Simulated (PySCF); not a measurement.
**Atomic charges by several schemes**

Species: phthalazine, C8H6N2.
Geometry (GFN2-xTB, Å), atoms numbered from 1 in this order:
```
atom  x, y, z in Å
C1    -1.938    0.875    0.018
C2    -2.061   -0.523   -0.032
C3    -0.951   -1.324   -0.052
C4     0.328   -0.739   -0.025
C5     1.548   -1.463   -0.045
N6     2.721   -0.902   -0.019
N7     2.836    0.416    0.028
C8     1.779    1.173    0.050
C9     0.452    0.671    0.026
C10   -0.706    1.470    0.049
H11   -2.833    1.480    0.032
H12   -3.047   -0.963   -0.055
H13   -1.036   -2.400   -0.087
H14    1.542   -2.545   -0.082
H15    1.960    2.239    0.089
H16   -0.603    2.544    0.092
```

Density: PBE0/pcSseg-1 (PySCF); schemes: Mulliken, IAO, Hirshfeld and ESP-fitted. Isolated species at its GFN2-xTB geometry, gas phase.

**Question.** What partial charge does each atom carry?

**Answer.** In e; atoms taken as equivalent share a row and are averaged (×n: the atom named and its like, n in all):

```json
{"atom": "C1/C2", "environment": "aromatic CH carbon", "Mulliken": "-0.055", "IAO": "-0.139", "Hirshfeld": "-0.035", "ESP-fitted": "-0.038"}
{"atom": "C3/C10", "environment": "aromatic CH carbon", "Mulliken": "-0.016", "IAO": "-0.142", "Hirshfeld": "-0.037", "ESP-fitted": "-0.407"}
{"atom": "C4/C9", "environment": "ring-fusion aromatic carbon", "Mulliken": "-0.193", "IAO": "-0.019", "Hirshfeld": "-0.002", "ESP-fitted": "+0.137"}
{"atom": "C5/C8", "environment": "aromatic CH next to a ring nitrogen", "Mulliken": "+0.227", "IAO": "-0.019", "Hirshfeld": "+0.018", "ESP-fitted": "+0.268"}
{"atom": "N6/N7", "environment": "pyridine-type nitrogen", "Mulliken": "-0.235", "IAO": "-0.165", "Hirshfeld": "-0.119", "ESP-fitted": "-0.335"}
{"atom": "H11/H12", "environment": "aromatic hydrogen", "Mulliken": "+0.102", "IAO": "+0.162", "Hirshfeld": "+0.058", "ESP-fitted": "+0.132"}
{"atom": "H13/H16", "environment": "aromatic hydrogen", "Mulliken": "+0.079", "IAO": "+0.160", "Hirshfeld": "+0.058", "ESP-fitted": "+0.214"}
{"atom": "H14/H15", "environment": "aromatic hydrogen", "Mulliken": "+0.091", "IAO": "+0.162", "Hirshfeld": "+0.058", "ESP-fitted": "+0.030"}
```

Mean size of the charges over all atoms: ESP-fitted 0.195 e, Mulliken 0.125 e, IAO 0.121 e, Hirshfeld 0.048 e. Each set sums to the total charge, 0, to within 0.001 e. The ESP scheme fits charges at the nuclei, held to the total charge, to the electrostatic potential on points at 1.4 to 2.0 times the van der Waals radii.

Some averages cover members that differ in this geometry: C4/C9, ESP-fitted +0.113 to +0.162 e.

Lowest charge. The schemes don't all agree: Mulliken N6/N7 (-0.235); IAO N6/N7 (-0.165); Hirshfeld N6/N7 (-0.119); ESP-fitted C3/C10 (-0.407).

Highest charge. The schemes don't all agree: Mulliken C5/C8 (+0.227); IAO H11/H12 and H14/H15 (+0.162); Hirshfeld H11/H12, H13/H16 and H14/H15 (+0.058); ESP-fitted C5/C8 (+0.268).

**Question.** How closely do the schemes follow one another over all atoms?

**Answer.** Correlation coefficient and root-mean-square difference: IAO with Hirshfeld 0.91, 0.085 e; Hirshfeld with ESP-fitted 0.76, 0.193 e; Mulliken with Hirshfeld 0.74, 0.111 e; IAO with ESP-fitted 0.68, 0.172 e; Mulliken with IAO 0.58, 0.130 e; Mulliken with ESP-fitted 0.57, 0.193 e.

**Question.** Sum the charges by element.

**Answer.** 
| element | atoms | Mulliken | IAO | Hirshfeld | ESP-fitted |
| --- | --- | --- | --- | --- | --- |
| C | 8 | -0.074 | -0.638 | -0.111 | -0.080 |
| N | 2 | -0.470 | -0.330 | -0.238 | -0.671 |
| H | 6 | +0.544 | +0.968 | +0.349 | +0.751 |

The run behind these numbers computed NMR shieldings as well. Time: 33 s of wall time. Hardware: Arm Neoverse V1, one thread, no GPU, shared host.
